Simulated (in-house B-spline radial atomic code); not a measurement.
## PBEsol excitations of Ba8+

Method: PBEsol. Computed with an all-electron radial atomic-structure program (B-spline basis): linear response of the closed shell [Kr] 4d10 5s2 with the functional's adiabatic kernel; scalar-relativistic (spin-free one-electron X2C), finite nucleus, no spin-orbit coupling, no double excitations, S, P, D and F terms only; shells from n = 3 respond. Only terms of natural parity with L up to 3 were computed.

Spin-orbit coupling is strong here, so these LS terms don't match observed levels.

Command:
```bash
python run_td.py task.json out
```
Settings (radii: box in bohr, nucleus in fm):
```
Z                        56
electrons                48
configuration            [Kr] 4d10 5s2
hamiltonian              x2c
method                   pbesol
box_radius               11.59
rms_radius               4.8378
intervals                69
```

Cost of the run: 1.3 s on 1 thread of Intel(R) Xeon(R) Platinum 8375C CPU @ 2.90GHz (Ice Lake), on a shared host.

The lowest states, in the order of their Tamm-Dancoff energies; the method's threshold (minus the highest occupied level) is 124.51 eV. Labels give the largest channel, * marks a mixed state, and oscillator strengths are full-response dipole values. Semilocal kernels can invert the small singlet-triplet splittings of Rydberg terms. Energies in eV:

```
     state  full response  Tamm-Dancoff  oscillator strength
5s → 5p 3P         16.940        17.054                    -
5s → 5p 1P              ?             ?                    ?
5s → 4f 3F         28.013        28.057                    -
5s → 4f 1F         29.094        29.098                    -
5s → 5d 3D          44.15         44.19                    -
5s → 5d 1D          46.03         46.07                    -
5s → 6s 3S          59.77         59.77                    -
5s → 6s 1S              ?             ?                    -
5s → 6p 3P          67.47         67.48                    -
5s → 6p 1P          67.86         67.89                0.164
```

Problem. Where does 5s → 5p 1P lie?

Solution. At 21.912 eV in full response, 22.602 eV in Tamm-Dancoff, oscillator strength 1.55.

Problem. Where does 5s → 6s 1S lie?

Solution. At 60.84 eV in full response, 60.88 eV in Tamm-Dancoff.

Problem. How large is the singlet-triplet splitting of 5s → 5p (P terms) in Tamm-Dancoff?

Solution. 5.55 eV, from the unrounded values.

Problem. What polarisabilities and dispersion coefficient does the method give?

Solution. Dipole 3.069 bohr³, quadrupole 3.749 bohr⁵, C6 8.261 hartree·bohr⁶ for two such species.
